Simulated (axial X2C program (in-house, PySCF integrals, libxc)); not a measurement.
The numbers below are computed, except where a source is named.
# CoAs: input and output

Program: an in-house relativistic program for diatomic molecules.

Input file and command:
```json
{
 "zs": [
  33,
  27
 ],
 "q": 0,
 "bas": [
  "dyall-cv3z",
  "dyall-cv3z"
 ],
 "levels": [
  "PBE0",
  "HF",
  "TPSSh"
 ],
 "cc": true,
 "r0": 2.32,
 "thr": -2.0,
 "nmax": 90,
 "npts": 10,
 "nst": 2,
 "ntry": 6
}
```
```bash
python so2c.py task.json out
```

Keys: zs atomic numbers; q charge; bas basis sets; levels methods; cc coupled cluster on or off; r0 starting distance in Å; thr threshold in hartree for freezing inner shells (an s shell follows its p shell); nmax most natural virtual spinors; npts points on the curve; nst determinants followed; ntry starts of the search. HF also brings MP2.

Output of the HF step, two-component, at R = 2.219 Å for the state Ω = 4. It starts from PBE0 orbitals of this distance.

```
two-component X2C + atomic mean field  HF
basis functions 211  fitting functions 1187  grid points 5801
iter        total energy     max residual
   1      -3649.753524497     2.64e-01
   2      -3649.802170733     2.02e-02
   3      -3649.806657843     7.00e-02
   4      -3649.812768082     1.72e-02
   5      -3649.813660959     3.03e-03
   6      -3649.814162819     8.44e-03
   7      -3649.814297268     2.91e-03
   8      -3649.814345888     6.31e-04
   9      -3649.814356120     7.93e-04
  10      -3649.814361254     2.35e-04
  11      -3649.814362652     1.45e-04
  12      -3649.814363375     1.35e-04
  13      -3649.814363801     8.45e-05
  14      -3649.814364065     6.45e-05
  15      -3649.814364223     5.44e-05
  16      -3649.814364340     4.32e-05
  17      -3649.814364429     3.37e-05
  18      -3649.814364484     2.62e-05
  19      -3649.814364506     1.99e-05
  20      -3649.814364512     7.08e-06
  21      -3649.814364514     2.61e-06
converged
one-electron -5501.81355638  Coulomb 1782.19520990  exact exchange -141.47717283  xc functional 0.00000000  nuclear repulsion 212.48170119  atomic mean-field constant -1.20054638
```
Energies are in hartree; totals compare only within one Hamiltonian and basis.
